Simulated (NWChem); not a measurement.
System: C2H5NOSi; SMILES C1=NC[Si@@H]1O

Here is an NWChem input.

```
start job
memory heap 200 mb stack 900 mb global 1100 mb
geometry units angstroms noautosym nocenter noautoz
  O      0.011996    -2.015197     0.453785
  Si     0.019565    -0.568563    -0.370822
  C      1.100437     0.916335     0.060211
  N      0.122251     1.757486     0.150668
  C     -1.118584     0.915080     0.040457
  H      0.006880    -1.963943     1.420278
  H      0.062663    -0.985163    -1.796395
  H      2.134557     1.258397     0.139249
  H     -1.805423     1.309044    -0.716897
  H     -1.647307     0.910210     0.999898
end
basis spherical
  * library 6-31g*
end
dft
  xc b3lyp
  iterations 150
end
property
  shielding
end
task dft property
```

Geometry: optimised at B3LYP/6-31G* (spherical d).

GIAO values for the isolated, static molecule; σ is the absolute isotropic shielding, δ = σ(reference) − σ with the isolated reference molecule computed at the same levels (13C: tetramethylsilane, 1H: tetramethylsilane, 15N: ammonia, 29Si: tetramethylsilane).

Atoms are numbered as in the input.

Task: Give the results of this calculation. (B3LYP/6-31G* (spherical d), GIAO.) Quantities: δ Si2 (ppm); δ C3 (ppm); δ N4 (ppm); δ H6 (ppm); δ H7 (ppm); δ H8 (ppm); δ H9 (ppm).

Result: δ Si2 (ppm): 0.3
δ C3 (ppm): 185.5
δ N4 (ppm): 450.5
δ H6 (ppm): 2.41
δ H7 (ppm): 5.60
δ H8 (ppm): 8.64
δ H9 (ppm): 3.75
